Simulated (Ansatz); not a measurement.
Computed with Ansatz on PBE0-D4/def2-TZVP structures; ΔE is electronic, products minus reactants. CCSD(T)/CBS is the MP2 limit (def2-TZVPP, def2-QZVPP) plus CCSD(T) − MP2 in def2-TZVPP, frozen cores. DFT in def2-TZVPP. For Br, Ge outer-core shells are correlated without core-valence functions, which leaves a few kJ/mol of doubt a bond. Scalar relativity is left out up to krypton. One conformer a species, not always the lowest.

`BCC(Cl)Br` + `[F][GeH2][SH]` → `BC[S][GeH2][F]` + `ClCBr`  (substitution at a C–C bond)

| level | ΔE (eV) |
| --- | --- |
| PBE-D4 | 0.23 |
| ωB97M-V | 0.27 |
| MP2/def2-TZVPP | 0.32 |
| SCS-MP2/def2-TZVPP | 0.30 |

Q: What does CCSD(T)/CBS give? (Best estimate.)

A: Ansatz gave: +0.28 eV. The listed levels differ from it by -0.05, -0.01, 0.04, 0.02 eV.

Largest T1 diagnostic among the species: 0.012.

In def2-TZVPP, CCSD(T) changes the Hartree–Fock value by +0.07 eV (the triples alone add +0.01 eV) and MP2 by +0.09 eV.
